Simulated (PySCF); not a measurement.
C2H7S, SMILES C[SH+]C, charge +1.

Geometry optimised at B3LYP-D3(BJ)/def2-SVP. The isomer is the one that the SMILES or the coordinates give; other isomers of the formula were not compared.

Computed with r2SCAN/def2-TZVPD (PySCF).

Gas-phase values at a fixed geometry.

total energy: -478.30087 hartree
point group: Cs
highest occupied level: -14.03 eV
lowest empty level: -6.37 eV
orbital gap: 7.67 eV
dipole moment about the centre of nuclear charge: 0.217 e·Å
mean static polarisability: 42.5 bohr³ (6.30 Å³)
polarisability, principal values: 35.7, 40.8, 51.0 bohr³
